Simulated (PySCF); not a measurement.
ORD: `O1C(=O)[C@H](C)[C@H]1F`, C₄H₅FO₂

Geometry:
```csv
atom,x (Å),y (Å),z (Å)
C1,1.435,-0.245,-0.127
C2,0.053,-0.038,0.462
C3,-0.623,1.302,0.192
O4,-0.383,2.444,0.376
O5,-1.693,0.733,-0.450
C6,-1.162,-0.575,-0.313
F7,-1.990,-1.370,0.404
H8,2.150,0.381,0.400
H9,1.450,0.028,-1.180
H10,1.736,-1.285,-0.028
H11,0.019,-0.319,1.517
H12,-0.992,-1.059,-1.280
```

Theory: PySCF 2.14.0, TDDFT CAM-B3LYP/aug-cc-pVDZ circular dichroism and optical rotation, one conformer, gas phase. Geometry: GFN2-xTB.

Stereocentres: C2 S, C6 R.

What is the specific rotation at 633, 589.3, 546, 436, 405, 365, 355 nm?

[α] in deg dm⁻¹ (g/mL)⁻¹:
| λ (nm) | origin-invariant length gauge | modified velocity gauge | length gauge (centre of mass) | isotropic polarisability (au) |
| --- | --- | --- | --- | --- |
| 633 | +45.4 | +43.4 | +45.2 | 53.8 |
| 589.3 | +52.8 | +50.5 | +52.5 | 54.0 |
| 546 | +62.1 | +59.4 | +61.8 | 54.2 |
| 436 | +100.7 | +96.1 | +100.3 | 54.9 |
| 405 | +118.1 | +112.6 | +117.6 | 55.2 |
| 365 | +147.5 | +140.3 | +146.8 | 55.8 |
| 355 | +156.3 | +148.5 | +155.6 | 56.0 |

And for the mirror image at 589.3 nm?

-52.8 deg dm⁻¹ (g/mL)⁻¹ (origin-invariant length gauge): the same size and the opposite sign.

What is the molar rotation [Φ] = [α]·M/100 of the geometry above at 589.3 nm?

With M = 104.08 g/mol, +54.9 deg cm² dmol⁻¹ (origin-invariant length gauge).

The first excitation lies at 5.88 eV (211 nm) with R = -4.9 × 10⁻⁴⁰ esu² cm² (velocity form).
